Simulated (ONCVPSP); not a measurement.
Ag (Z = 47): one change to an ONCV potential, before and after

- Element: Ag
- Generator: ONCVPSP 4.0.1
- Type: optimised norm-conserving Vanderbilt (ONCV)
- Functional: PBE
- Relativity: scalar-relativistic
- Frozen core: [Ar] 3d10
- Valence charge: 19
- Reference configuration: 4s2 4p6 4d10 5s1
- Partial waves: 4s+5s: rc 1.25 bohr, ncon 4, nbas 7, qcut 9.1 1/bohr, 2 projectors; 4p: rc 1.45 bohr, ncon 4, nbas 8, qcut 10.4 1/bohr, 1 projector; 4d: rc 1.75 bohr, ncon 4, nbas 9, qcut 8.4 1/bohr, 3 projectors, debl 2.2 Ha
- Local potential: polynomial inside 0.80 bohr (lpopt 5, dvloc0 0 Ha)
- Core correction: polynomial model core, fcfact 0.4

Change: s: nproj 3.

Cutoffs: the cutoffs (Ha) at which the residual kinetic energy of the hardest occupied pseudo-wave falls to 1 and 0.1 mHa per electron; they do not see the model core or the augmentation charge, which bear on the density cutoff. Errors are all-electron minus pseudo energies relative to the spin-unpolarised reference configuration.

Task: What does the change do?

Result: The potential gets neither clearly harder nor softer (34 Ha and 39 Ha → 34 Ha and 39 Ha); the errors of the 4 common tests hardly move; the range in which the s phases agree widens (upper end 2.9 → at the end of the scan); neither file shows a bound ghost.

```tsv
quantity	base	changed
cutoff, loose	34 Ha	34 Ha
cutoff, tight	39 Ha	39 Ha
bound ghosts	none	none
GHOST(+) flags under 300 eV	s at 84.9 eV	s at 288.8 eV
error for 4s2 4p6 4d10 5s0, meV [ΔE 7.76 eV]	-0.9	-0.9
error for 4s2 4p6 4d9 5s0, meV [ΔE 29.87 eV]	-2.7	-2.7
error for 4s2 4p6 4d8 5s0, meV [ΔE 66.06 eV]	+8.1	+8.2
error for 4s2 4p6 4d10 5s0.5, meV [ΔE 3.02 eV]	-0.4	-0.4
s: phases at 1.27 bohr within 0.05 rad from the reference energy up to (Ha; the scan ends near 5)	2.9	to the end of the scan
p: phases at 1.47 bohr within 0.05 rad from the reference energy up to (Ha; the scan ends near 5)	0.6	0.6
d: phases at 1.77 bohr within 0.05 rad from the reference energy up to (Ha; the scan ends near 5)	to the end of the scan	to the end of the scan
rms error of d²Exc/dni dnj with the model core, mHa	0.42	0.41
```
